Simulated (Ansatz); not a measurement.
## Molecular dynamics of C2H4Sn

Input:

```yaml
crystal:
  periodic: [false, false, false]
  atoms:
    - { symbol: C, position_ang: [-0.676103, -2.26868, 0.636534] }
    - { symbol: C, position_ang: [-0.334292, -1.083973, 0.277699] }
    - { symbol: Sn, position_ang: [0.411057, 0.902387, -0.056557] }
    - { symbol: H, position_ang: [-1.086545, -1.697734, -0.493709] }
    - { symbol: H, position_ang: [-0.171885, 1.387585, -1.597307] }
    - { symbol: H, position_ang: [-0.205725, 1.891169, 1.204806] }
    - { symbol: H, position_ang: [2.124694, 0.801346, -0.017066] }
basis:
  gaussian: { orbitals: def2-SVPD }
hamiltonian:
  xc: pbe
md:
  timestep: 0.5
  n_steps: 200
  ensemble: nve
  temperature: 300.0
  initial_velocities: maxwell_boltzmann
  seed: 3351
```

Run as:

```bash
$ ansatz run input.yaml --threads 2 --pin off --max-ram 3072MiB --backend cpu --events-out ev --progress --plain --runs-dir out
```

It starts at the highest image of a converged band. Of that band: The top lies less than 8 meV above the higher end, about what the thresholds resolve: that end is a shoulder or a very shallow well. A vibrational analysis at the climbing image gives no mode beyond 40i cm⁻¹: the surface is too flat there to confirm a saddle point.

Output, in part (one step line in 3, the closing report, with atoms numbered from 0):

```
md step     0: t =     0.00 fs  T =   300.0 K  F+E_penalty+E_count = -7961.18507967 eV  E_kin = 0.193890 eV  conserved = -7960.99118967 eV  (26 SCF iters)
md step     3: t =     1.50 fs  T =   254.8 K  F+E_penalty+E_count = -7961.15557003 eV  E_kin = 0.164665 eV  conserved = -7960.99090525 eV  (31 SCF iters)
md step     6: t =     3.00 fs  T =   165.6 K  F+E_penalty+E_count = -7961.09751832 eV  E_kin = 0.106997 eV  conserved = -7960.99052136 eV  (31 SCF iters)
md step     9: t =     4.50 fs  T =   109.9 K  F+E_penalty+E_count = -7961.06137958 eV  E_kin = 0.071032 eV  conserved = -7960.99034777 eV  (30 SCF iters)
md step    12: t =     6.00 fs  T =   124.7 K  F+E_penalty+E_count = -7961.07108146 eV  E_kin = 0.080615 eV  conserved = -7960.99046624 eV  (31 SCF iters)
md step    15: t =     7.50 fs  T =   186.0 K  F+E_penalty+E_count = -7961.11099772 eV  E_kin = 0.120226 eV  conserved = -7960.99077147 eV  (31 SCF iters)
md step    18: t =     9.00 fs  T =   230.6 K  F+E_penalty+E_count = -7961.14010940 eV  E_kin = 0.149045 eV  conserved = -7960.99106466 eV  (31 SCF iters)
md step    21: t =    10.50 fs  T =   202.2 K  F+E_penalty+E_count = -7961.12177051 eV  E_kin = 0.130708 eV  conserved = -7960.99106241 eV  (31 SCF iters)
md step    24: t =    12.00 fs  T =   110.6 K  F+E_penalty+E_count = -7961.06209354 eV  E_kin = 0.071486 eV  conserved = -7960.99060715 eV  (31 SCF iters)
md step    27: t =    13.50 fs  T =    50.5 K  F+E_penalty+E_count = -7961.02284904 eV  E_kin = 0.032639 eV  conserved = -7960.99021052 eV  (31 SCF iters)
md step    30: t =    15.00 fs  T =    96.4 K  F+E_penalty+E_count = -7961.05283871 eV  E_kin = 0.062318 eV  conserved = -7960.99052069 eV  (31 SCF iters)
md step    33: t =    16.50 fs  T =   189.7 K  F+E_penalty+E_count = -7961.11362669 eV  E_kin = 0.122573 eV  conserved = -7960.99105389 eV  (31 SCF iters)
md step    36: t =    18.00 fs  T =   223.1 K  F+E_penalty+E_count = -7961.13533859 eV  E_kin = 0.144221 eV  conserved = -7960.99111796 eV  (31 SCF iters)
md step    39: t =    19.50 fs  T =   175.0 K  F+E_penalty+E_count = -7961.10390024 eV  E_kin = 0.113102 eV  conserved = -7960.99079778 eV  (31 SCF iters)
md step    42: t =    21.00 fs  T =   104.9 K  F+E_penalty+E_count = -7961.05825210 eV  E_kin = 0.067783 eV  conserved = -7960.99046891 eV  (30 SCF iters)
md step    45: t =    22.50 fs  T =    80.2 K  F+E_penalty+E_count = -7961.04218528 eV  E_kin = 0.051819 eV  conserved = -7960.99036601 eV  (31 SCF iters)
md step    48: t =    24.00 fs  T =   123.2 K  F+E_penalty+E_count = -7961.07012871 eV  E_kin = 0.079605 eV  conserved = -7960.99052386 eV  (31 SCF iters)
md step    51: t =    25.50 fs  T =   200.9 K  F+E_penalty+E_count = -7961.12065373 eV  E_kin = 0.129815 eV  conserved = -7960.99083869 eV  (31 SCF iters)
md step    54: t =    27.00 fs  T =   247.9 K  F+E_penalty+E_count = -7961.15132089 eV  E_kin = 0.160215 eV  conserved = -7960.99110629 eV  (30 SCF iters)
md step    57: t =    28.50 fs  T =   213.9 K  F+E_penalty+E_count = -7961.12929719 eV  E_kin = 0.138269 eV  conserved = -7960.99102793 eV  (30 SCF iters)
md step    60: t =    30.00 fs  T =   123.1 K  F+E_penalty+E_count = -7961.07009722 eV  E_kin = 0.079566 eV  conserved = -7960.99053144 eV  (31 SCF iters)
md step    63: t =    31.50 fs  T =    75.8 K  F+E_penalty+E_count = -7961.03919316 eV  E_kin = 0.048962 eV  conserved = -7960.99023164 eV  (30 SCF iters)
md step    66: t =    33.00 fs  T =   127.9 K  F+E_penalty+E_count = -7961.07328333 eV  E_kin = 0.082661 eV  conserved = -7960.99062233 eV  (30 SCF iters)
md step    69: t =    34.50 fs  T =   205.7 K  F+E_penalty+E_count = -7961.12405387 eV  E_kin = 0.132962 eV  conserved = -7960.99109231 eV  (30 SCF iters)
md step    72: t =    36.00 fs  T =   213.8 K  F+E_penalty+E_count = -7961.12925072 eV  E_kin = 0.138193 eV  conserved = -7960.99105794 eV  (30 SCF iters)
md step    75: t =    37.50 fs  T =   150.7 K  F+E_penalty+E_count = -7961.08810099 eV  E_kin = 0.097400 eV  conserved = -7960.99070084 eV  (31 SCF iters)
md step    78: t =    39.00 fs  T =    84.4 K  F+E_penalty+E_count = -7961.04497807 eV  E_kin = 0.054564 eV  conserved = -7960.99041422 eV  (31 SCF iters)
md step    81: t =    40.50 fs  T =    74.2 K  F+E_penalty+E_count = -7961.03832318 eV  E_kin = 0.047941 eV  conserved = -7960.99038194 eV  (31 SCF iters)
md step    84: t =    42.00 fs  T =   127.8 K  F+E_penalty+E_count = -7961.07318087 eV  E_kin = 0.082612 eV  conserved = -7960.99056878 eV  (31 SCF iters)
md step    87: t =    43.50 fs  T =   206.1 K  F+E_penalty+E_count = -7961.12406239 eV  E_kin = 0.133207 eV  conserved = -7960.99085556 eV  (31 SCF iters)
md step    90: t =    45.00 fs  T =   249.4 K  F+E_penalty+E_count = -7961.15227932 eV  E_kin = 0.161202 eV  conserved = -7960.99107745 eV  (30 SCF iters)
md step    93: t =    46.50 fs  T =   217.5 K  F+E_penalty+E_count = -7961.13156765 eV  E_kin = 0.140590 eV  conserved = -7960.99097755 eV  (31 SCF iters)
md step    96: t =    48.00 fs  T =   139.7 K  F+E_penalty+E_count = -7961.08076415 eV  E_kin = 0.090258 eV  conserved = -7960.99050626 eV  (31 SCF iters)
md step    99: t =    49.50 fs  T =   110.8 K  F+E_penalty+E_count = -7961.06187045 eV  E_kin = 0.071593 eV  conserved = -7960.99027704 eV  (29 SCF iters)
md step   102: t =    51.00 fs  T =   172.9 K  F+E_penalty+E_count = -7961.10245417 eV  E_kin = 0.111749 eV  conserved = -7960.99070492 eV  (30 SCF iters)
md step   105: t =    52.50 fs  T =   244.8 K  F+E_penalty+E_count = -7961.14931489 eV  E_kin = 0.158183 eV  conserved = -7960.99113178 eV  (30 SCF iters)
md step   108: t =    54.00 fs  T =   238.4 K  F+E_penalty+E_count = -7961.14510072 eV  E_kin = 0.154054 eV  conserved = -7960.99104672 eV  (27 SCF iters)
md step   111: t =    55.50 fs  T =   162.3 K  F+E_penalty+E_count = -7961.09554558 eV  E_kin = 0.104864 eV  conserved = -7960.99068122 eV  (31 SCF iters)
md step   114: t =    57.00 fs  T =    86.8 K  F+E_penalty+E_count = -7961.04650143 eV  E_kin = 0.056091 eV  conserved = -7960.99041016 eV  (31 SCF iters)
md step   117: t =    58.50 fs  T =    68.5 K  F+E_penalty+E_count = -7961.03463782 eV  E_kin = 0.044249 eV  conserved = -7960.99038834 eV  (31 SCF iters)
md step   120: t =    60.00 fs  T =   112.8 K  F+E_penalty+E_count = -7961.06349870 eV  E_kin = 0.072915 eV  conserved = -7960.99058329 eV  (31 SCF iters)
md step   123: t =    61.50 fs  T =   178.7 K  F+E_penalty+E_count = -7961.10638977 eV  E_kin = 0.115510 eV  conserved = -7960.99087982 eV  (31 SCF iters)
md step   126: t =    63.00 fs  T =   205.7 K  F+E_penalty+E_count = -7961.12401135 eV  E_kin = 0.132943 eV  conserved = -7960.99106794 eV  (27 SCF iters)
md step   129: t =    64.50 fs  T =   161.8 K  F+E_penalty+E_count = -7961.09546157 eV  E_kin = 0.104591 eV  conserved = -7960.99087012 eV  (31 SCF iters)
md step   132: t =    66.00 fs  T =    94.5 K  F+E_penalty+E_count = -7961.05145473 eV  E_kin = 0.061073 eV  conserved = -7960.99038184 eV  (31 SCF iters)
md step   135: t =    67.50 fs  T =    98.8 K  F+E_penalty+E_count = -7961.05419755 eV  E_kin = 0.063878 eV  conserved = -7960.99031987 eV  (31 SCF iters)
md step   138: t =    69.00 fs  T =   185.3 K  F+E_penalty+E_count = -7961.11060964 eV  E_kin = 0.119775 eV  conserved = -7960.99083432 eV  (31 SCF iters)
md step   141: t =    70.50 fs  T =   256.0 K  F+E_penalty+E_count = -7961.15658628 eV  E_kin = 0.165442 eV  conserved = -7960.99114448 eV  (30 SCF iters)
md step   144: t =    72.00 fs  T =   244.2 K  F+E_penalty+E_count = -7961.14877402 eV  E_kin = 0.157824 eV  conserved = -7960.99094981 eV  (27 SCF iters)
md step   147: t =    73.50 fs  T =   181.0 K  F+E_penalty+E_count = -7961.10760576 eV  E_kin = 0.116994 eV  conserved = -7960.99061172 eV  (31 SCF iters)
md step   150: t =    75.00 fs  T =   133.0 K  F+E_penalty+E_count = -7961.07639515 eV  E_kin = 0.085948 eV  conserved = -7960.99044756 eV  (31 SCF iters)
md step   153: t =    76.50 fs  T =   135.9 K  F+E_penalty+E_count = -7961.07830142 eV  E_kin = 0.087813 eV  conserved = -7960.99048812 eV  (31 SCF iters)
md step   156: t =    78.00 fs  T =   182.1 K  F+E_penalty+E_count = -7961.10834529 eV  E_kin = 0.117686 eV  conserved = -7960.99065962 eV  (31 SCF iters)
md step   159: t =    79.50 fs  T =   234.5 K  F+E_penalty+E_count = -7961.14243566 eV  E_kin = 0.151538 eV  conserved = -7960.99089807 eV  (31 SCF iters)
md step   162: t =    81.00 fs  T =   244.4 K  F+E_penalty+E_count = -7961.14901728 eV  E_kin = 0.157973 eV  conserved = -7960.99104381 eV  (27 SCF iters)
md step   165: t =    82.50 fs  T =   188.9 K  F+E_penalty+E_count = -7961.11291566 eV  E_kin = 0.122074 eV  conserved = -7960.99084183 eV  (31 SCF iters)
md step   168: t =    84.00 fs  T =   115.2 K  F+E_penalty+E_count = -7961.06484706 eV  E_kin = 0.074446 eV  conserved = -7960.99040101 eV  (31 SCF iters)
md step   171: t =    85.50 fs  T =   108.9 K  F+E_penalty+E_count = -7961.06077927 eV  E_kin = 0.070409 eV  conserved = -7960.99036998 eV  (31 SCF iters)
md step   174: t =    87.00 fs  T =   175.6 K  F+E_penalty+E_count = -7961.10428904 eV  E_kin = 0.113467 eV  conserved = -7960.99082170 eV  (31 SCF iters)
md step   177: t =    88.50 fs  T =   228.6 K  F+E_penalty+E_count = -7961.13879992 eV  E_kin = 0.147728 eV  conserved = -7960.99107164 eV  (31 SCF iters)
md step   180: t =    90.00 fs  T =   212.9 K  F+E_penalty+E_count = -7961.12850447 eV  E_kin = 0.137608 eV  conserved = -7960.99089620 eV  (27 SCF iters)
md step   183: t =    91.50 fs  T =   156.6 K  F+E_penalty+E_count = -7961.09180734 eV  E_kin = 0.101200 eV  conserved = -7960.99060704 eV  (31 SCF iters)
md step   186: t =    93.00 fs  T =   116.6 K  F+E_penalty+E_count = -7961.06582654 eV  E_kin = 0.075365 eV  conserved = -7960.99046107 eV  (31 SCF iters)
md step   189: t =    94.50 fs  T =   124.5 K  F+E_penalty+E_count = -7961.07094865 eV  E_kin = 0.080453 eV  conserved = -7960.99049597 eV  (31 SCF iters)
md step   192: t =    96.00 fs  T =   173.1 K  F+E_penalty+E_count = -7961.10254735 eV  E_kin = 0.111878 eV  conserved = -7960.99066943 eV  (31 SCF iters)
md step   195: t =    97.50 fs  T =   225.2 K  F+E_penalty+E_count = -7961.13646832 eV  E_kin = 0.145558 eV  conserved = -7960.99091031 eV  (31 SCF iters)
md step   198: t =    99.00 fs  T =   232.6 K  F+E_penalty+E_count = -7961.14138973 eV  E_kin = 0.150352 eV  conserved = -7960.99103751 eV  (27 SCF iters)
md step   200: t =   100.00 fs  T =   200.7 K  F+E_penalty+E_count = -7961.12062866 eV  E_kin = 0.129696 eV  conserved = -7960.99093256 eV  (27 SCF iters)
Total energy: -7961.12067542 eV, -292.5657885802 hartree
Atom 0 at    -0.789745    -2.138085     0.678403 Å, force    -0.238425    -0.436032     0.144828 eV/Å
Atom 1 at    -0.248833    -1.091506     0.177674 Å, force    -0.063408     0.030391     0.127605 eV/Å
Atom 2 at     0.403285     0.892452    -0.054045 Å, force     0.064624     0.624324     0.955068 eV/Å
Atom 3 at     0.209870    -2.070585    -0.309227 Å, force     0.113913    -0.155598    -0.143801 eV/Å
Atom 4 at    -0.383272     1.578597    -1.362285 Å, force    -0.356337     0.268351    -0.481293 eV/Å
Atom 5 at     0.009382     1.684977     1.477746 Å, force     0.100580    -0.281252    -0.561883 eV/Å
Atom 6 at     2.075675     0.893039    -0.312347 Å, force     0.379052    -0.050184    -0.040523 eV/Å
Dipole moment:     0.362818     0.586514    -0.292134 e Å
```

All steps were run. The conserved energy stayed within 0.14 meV per atom of its start (net change 0.037 meV per atom), so the integration is sound. The temperature averaged 0.57 of the 300 K drawn at the start: a run that starts near a minimum puts about half its kinetic energy into the potential. A run of 0.1 ps of so small a system gives no equilibrium averages. The orbitals stay closed-shell, which can raise the energy where a bond breaks towards radicals; this wasn't checked here.

The step under study would form C2–H4 and break C1–H4. These pairs go: C2–H4 1.24 → 1.19 Å, C1–H4 1.33 → 1.41 Å. In the last frame they stand as after the step (other bonds may differ from the relaxed reactants and products). It ends as one piece, C2H4Sn. Pairs count as bonded within 1.25 times the sum of covalent radii (0.12 Å more for H–H).

Last frame:

```xyz
7
Properties=species:S:1:pos:R:3
C -0.790 -2.138 0.678
C -0.249 -1.091 0.178
Sn 0.403 0.892 -0.054
H 0.210 -2.071 -0.309
H -0.383 1.579 -1.362
H 0.009 1.685 1.478
H 2.076 0.893 -0.312
```

Time of the run: 6 min on 2 threads of Intel(R) Xeon(R) Platinum 8488C (Sapphire Rapids), on a shared host, peak memory 0.14 GiB.
